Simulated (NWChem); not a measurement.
# C4H5O3, doublet; SMILES O=C1OC[C](C)O1

```xyz
12

C      0.5844     2.3646    -0.1090
C      0.0910     1.0200     0.2373
C     -1.2983     0.4957     0.0746
O     -1.1016    -0.9064     0.0362
C      0.2083    -1.1976    -0.0354
O      0.6739    -2.2819    -0.1289
O      0.9305    -0.0441     0.0188
H      1.5808     2.5382     0.3237
H     -0.0985     3.1347     0.2785
H      0.6694     2.5078    -1.2053
H     -1.9753     0.7520     0.9073
H     -1.7841     0.8225    -0.8686
```
Atoms are numbered in this order, from 1.

Computed with NWChem. Spin-unrestricted. Coordinates come from a PBE0/def2-SVP, spin-unrestricted optimisation. Not confirmed as a minimum by frequencies. No stability test was run on the SCF state. Level: M06-2X/def2-SVP with SMD (1 M gas to 1 M solution), gas-phase geometry. Reactions with the solvent are ignored.

Among these, which solvent gives the lowest value of “solvation free energy (kcal/mol)”?
A) methanol
B) 1-propanol
C) acetonitrile
D) water

C, acetonitrile. Values: acetonitrile -7.5; 1-propanol -6.4; methanol -6.2; water -5.6
